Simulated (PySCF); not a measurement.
Molfile (atoms numbered from 1):
```
C6H12O
     RDKit          3D

 19 18  0  0  0  0  0  0  0  0999 V2000
    3.0134   -0.0539    0.2614 C   0  0  0  0  0  0  0  0  0  0  0  0
    1.6775    0.4858   -0.2227 C   0  0  0  0  0  0  0  0  0  0  0  0
    0.4813   -0.2801    0.3257 C   0  0  0  0  0  0  0  0  0  0  0  0
   -0.8584    0.2644   -0.1462 C   0  0  0  0  0  0  0  0  0  0  0  0
   -2.0453   -0.5033    0.4035 C   0  0  0  0  0  0  0  0  0  0  0  0
   -3.3847    0.0244   -0.0224 C   0  0  0  0  0  0  0  0  0  0  0  0
   -3.5518    0.9878   -0.7212 O   0  0  0  0  0  0  0  0  0  0  0  0
    3.0867   -0.0118    1.3602 H   0  0  0  0  0  0  0  0  0  0  0  0
    3.8573    0.5205   -0.1495 H   0  0  0  0  0  0  0  0  0  0  0  0
    3.1514   -1.1061   -0.0357 H   0  0  0  0  0  0  0  0  0  0  0  0
    1.6443    0.4646   -1.3263 H   0  0  0  0  0  0  0  0  0  0  0  0
    1.5829    1.5501    0.0562 H   0  0  0  0  0  0  0  0  0  0  0  0
    0.5691   -1.3449    0.0408 H   0  0  0  0  0  0  0  0  0  0  0  0
    0.5156   -0.2657    1.4308 H   0  0  0  0  0  0  0  0  0  0  0  0
   -0.9552    1.3259    0.1367 H   0  0  0  0  0  0  0  0  0  0  0  0
   -0.9037    0.2549   -1.2483 H   0  0  0  0  0  0  0  0  0  0  0  0
   -2.0446   -0.5183    1.5106 H   0  0  0  0  0  0  0  0  0  0  0  0
   -2.0097   -1.5724    0.1188 H   0  0  0  0  0  0  0  0  0  0  0  0
   -4.2629   -0.5557    0.3687 H   0  0  0  0  0  0  0  0  0  0  0  0
  1  2  1  0
  2  3  1  0
  3  4  1  0
  4  5  1  0
  5  6  1  0
  6  7  2  0
  1  8  1  0
  1  9  1  0
  1 10  1  0
  2 11  1  0
  2 12  1  0
  3 13  1  0
  3 14  1  0
  4 15  1  0
  4 16  1  0
  5 17  1  0
  5 18  1  0
  6 19  1  0
M  END
```

Geometry: PBE0-D3(BJ)/def2-SVP; GIAO absolute shieldings from PySCF 2.14.0 with density-fitted response routines, gas phase, non-relativistic, averaged over equivalent atoms.

At wB97X-D/pcSseg-1 (179 basis functions, 46 s wall time on 1 thread of an Arm Neoverse N1, shared host):
| atoms | σ (ppm) |
| --- | --- |
| C6 | -20.5 |
| C5 | 135.6 |
| C3 | 150.4 |
| C2 | 158.4 |
| C4 | 160.6 |
| C1 | 167.8 |
| O7 | -356.9 |
| H19 | 21.57 |
| H17/H18 | 29.17 |
| H15/H16 | 30.01 |
| H11/H12 | 30.16 |
| H8/H9/H10 | 30.37 |
| H13/H14 | 30.46 |

Problem. Estimate the result of repeating the calculation with PBE0/pcSseg-1.

Solution. 
| atoms | σ at PBE0/pcSseg-1 | change |
| --- | --- | --- |
| C6 | -19.5 | +1.0 |
| C5 | 134.6 | -1.0 |
| C3 | 149.3 | -1.1 |
| C2 | 157.6 | -0.8 |
| C4 | 160.0 | -0.6 |
| C1 | 167.7 | -0.1 |
| O7 | -360.0 | -3.1 |
| H19 | 21.36 | -0.21 |
| H17/H18 | 29.01 | -0.16 |
| H15/H16 | 29.87 | -0.14 |
| H11/H12 | 30.02 | -0.14 |
| H8/H9/H10 | 30.25 | -0.12 |
| H13/H14 | 30.32 | -0.14 |

The largest change is at O7 (aldehyde oxygen). Cost: 179 basis functions, 37 s wall time on 1 thread of an Arm Neoverse N1, shared host. The order of the carbon signals is the same at both levels.
